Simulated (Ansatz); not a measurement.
Total energies of AlBrH2, SMILES `[AlH2][Br]`.

```xyz
4

Al   -0.0787   -0.1788    0.0412
Br    0.8110    1.8421   -0.4242
H     0.4254   -0.9159    1.3392
H    -1.1577   -0.7475   -0.9562
```

Total charge 0; spin multiplicity 1. Correlated methods include outer-core shells of Br, which these sets cover unevenly. Scalar relativity is left out up to krypton. The structure was optimised at the PBE0-D4/def2-TZVP level. Basis def2-TZVPP, the Gaussian-basis code of Ansatz.

RPA on PBE orbitals: Hartree–Fock energy of these orbitals -2815.53590 Eh, correlation -0.58424 Eh (frozen core).

```
functional  energy without D4 (Eh)  D4 term (kJ/mol)
     BHLYP             -2817.83799              -8.4
   LC-ωPBE             -2817.40440                 –
```

Task: Give the same for LDA (SPW92), PBE, revPBE, BLYP, r2SCAN, B97M-V, PBE0, B3LYP, r2SCANh, r2SCAN0, HSE06 (plane-wave form), CAM-B3LYP, ωB97X-V, ωB97M-V, B2PLYP, PBE-QIDH. (Best estimate.)

Result: The calculation gave: 
| functional | energy without D4 (Eh) | D4 term (kJ/mol) |
| --- | --- | --- |
| LDA (SPW92) | -2813.20202 | – |
| PBE | -2817.30944 | -5.5 |
| revPBE | -2817.56594 | -13.3 |
| BLYP | -2817.86682 | -11.6 |
| r2SCAN | -2817.79791 | -1.1 |
| B97M-V | -2817.32649 | – |
| PBE0 | -2817.42609 | -4.6 |
| B3LYP | -2817.89785 | -9.0 |
| r2SCANh | -2817.79592 | -1.3 |
| r2SCAN0 | -2817.79353 | -1.4 |
| HSE06 (plane-wave form) | -2817.42417 | -4.4 |
| CAM-B3LYP | -2817.97279 | -4.8 |
| ωB97X-V | -2817.56661 | – |
| ωB97M-V | -2817.67531 | – |
| B2PLYP | -2817.34103 | – |
| PBE-QIDH | -2817.03071 | – |

B3LYP takes the VWN-RPA correlation (the form of Gaussian; ORCA's B3LYP/G). HSE06 is the plane-wave form, built on full-range PBE exchange. The double hybrids freeze the cores in their second-order part.

LC-ωPBE has ω = 0.4 bohr⁻¹.
